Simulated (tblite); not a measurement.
C6H11O2 (doublet state).
Atom-mapped SMILES: `[CH2:1][O:2][C@H:3]1[CH2:4][CH2:5][CH2:6][CH2:7][O:8]1` (hydrogens: H9, H10 on C1; H11 on C3; H12, H13 on C4; H14, H15 on C5; H16, H17 on C6; H18, H19 on C7)

Computed geometry: GFN2-xTB, gas phase. This method treats the open shell by occupation alone, without spin polarisation.

Question: List the bond lengths, angles and torsions at this level.

Answer: 
```tsv
bond	length (Å)
C1–O2	1.366
O2–C3	1.390
C3–C4	1.529
C4–C5	1.527
C5–C6	1.527
C6–C7	1.528
C7–O8	1.409
C3–O8	1.411
C1–H9, C1–H10	1.073
C3–H11	1.114
C4–H12	1.090
C4–H13	1.091
C5–H14	1.093
C5–H15	1.091
C6–H16	1.090
C6–H17	1.091
C7–H18	1.102
C7–H19	1.092
```

Bonds in one row agree within 0.01 Å and their mean is given. A selection of angles:
```tsv
angle	degrees
C1–O2–C3	116.3
O2–C3–C4	108.5
O2–C3–O8	108.6
C4–C3–O8	111.5
C3–C4–C5	109.5
C4–C5–C6	109.2
C5–C6–C7	109.2
C6–C7–O8	111.9
C3–O8–C7	112.2
```

Dihedral angles: C1–O2–C3–C4 176° (antiperiplanar); O2–C3–C4–C5 177° (antiperiplanar); C3–C4–C5–C6 -54° (synclinal); C4–C5–C6–C7 54° (synclinal); C5–C6–C7–O8 -57° (synclinal); C6–C7–O8–C3 60° (synclinal); O2–C3–O8–C7 180° (antiperiplanar).

Of the pairs four or more bonds apart, O8···H10 is among the closest relative to their van der Waals radii: 2.56 Å, 94 % of the sum of Bondi's values. The C–O distances run from 1.366 Å (C1–O2, drawn single) to 1.411 Å (C3–O8, drawn single), a spread of 0.045 Å. C1 (carbon bonded to O and 2 H) has angles 121.7°, 118.9° and 113.0°, sum 353.6°, 0.17 Å off the plane of its three neighbours. All 4 C–C bonds measure 1.527 to 1.529 Å. The 6-membered ring C3–C4–C5–C6–C7–O8 has internal angles of 109.2° to 112.2°; it is puckered, 0.23 Å rms from its mean plane, widest ring torsion 60°.

Point group: C1 (no symmetry element, even within 0.4 Å). Its GFN2-xTB frequencies are all real (lowest 84 cm⁻¹). Torsions: H–C1–O2–C3 169° and 16°, C1–O2–C3–C4 176°, O2–C3–C4–C5 177°, C3–C4–C5–C6 -54°, C4–C5–C6–C7 54°, C5–C6–C7–O8 -57°.

One conformer stands for the species.
